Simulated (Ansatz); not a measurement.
An input meant for `CC(C)OC(=O)C(=O)OCC(F)(F)C(F)F` (charge 0, singlet).

```yaml
crystal:
  periodic: [false, false, false]
  atoms:
    - {symbol: C, position_ang: [4.046814, -1.256607, 0.539844]}
    - {symbol: C, position_ang: [3.211310, -0.135913, -0.039482]}
    - {symbol: C, position_ang: [3.399467, 1.198547, 0.658894]}
    - {symbol: O, position_ang: [1.821204, -0.560809, 0.106397]}
    - {symbol: C, position_ang: [0.943201, -0.016131, -0.728362]}
    - {symbol: O, position_ang: [1.176286, 0.791575, -1.592146]}
    - {symbol: C, position_ang: [-0.452814, -0.594995, -0.446417]}
    - {symbol: O, position_ang: [-0.678671, -1.545155, 0.251719]}
    - {symbol: O, position_ang: [-1.368791, 0.113575, -1.133721]}
    - {symbol: C, position_ang: [-2.724493, -0.273382, -0.961942]}
    - {symbol: C, position_ang: [-3.373275, 0.648322, 0.052240]}
    - {symbol: F, position_ang: [-2.674922, 0.627750, 1.216834]}
    - {symbol: F, position_ang: [-3.375243, 1.928246, -0.400869]}
    - {symbol: C, position_ang: [-4.820677, 0.274692, 0.371122]}
    - {symbol: F, position_ang: [-4.853455, -0.975269, 0.882861]}
    - {symbol: F, position_ang: [-5.533216, 0.286325, -0.780627]}
    - {symbol: H, position_ang: [3.820533, -1.394154, 1.608456]}
    - {symbol: H, position_ang: [5.116131, -1.018764, 0.436830]}
    - {symbol: H, position_ang: [3.847471, -2.203909, 0.018123]}
    - {symbol: H, position_ang: [3.395700, -0.018723, -1.120660]}
    - {symbol: H, position_ang: [2.769302, 1.973606, 0.199794]}
    - {symbol: H, position_ang: [3.146429, 1.112055, 1.727354]}
    - {symbol: H, position_ang: [4.449631, 1.518427, 0.575743]}
    - {symbol: H, position_ang: [-2.792656, -1.311536, -0.604392]}
    - {symbol: H, position_ang: [-3.232193, -0.154537, -1.928494]}
    - {symbol: H, position_ang: [-5.263062, 0.986754, 1.090889]}
basis:
  gaussian: {orbitals: def2-SVP}
magnetization: {spin_polarized: true, initial_magnetization: 0}
hamiltonian: {xc: {name: HF}}
correlation: {active_space: {window: {electrons: 40, orbitals: 30}}}
scf: {lower_state_search: light}
output: {forces: true}
```

```sh
$ ansatz run in.yaml --threads 4 --pin off --events-out ev --progress --plain --max-ram 6963MiB
```

Predict how Ansatz answers.

The input was rejected before any iteration.
```
Error: invalid value for `correlation.active_space`: it starts from restricted Hartree–Fock orbitals; set hamiltonian.xc: hf without magnetization.spin_polarized
```
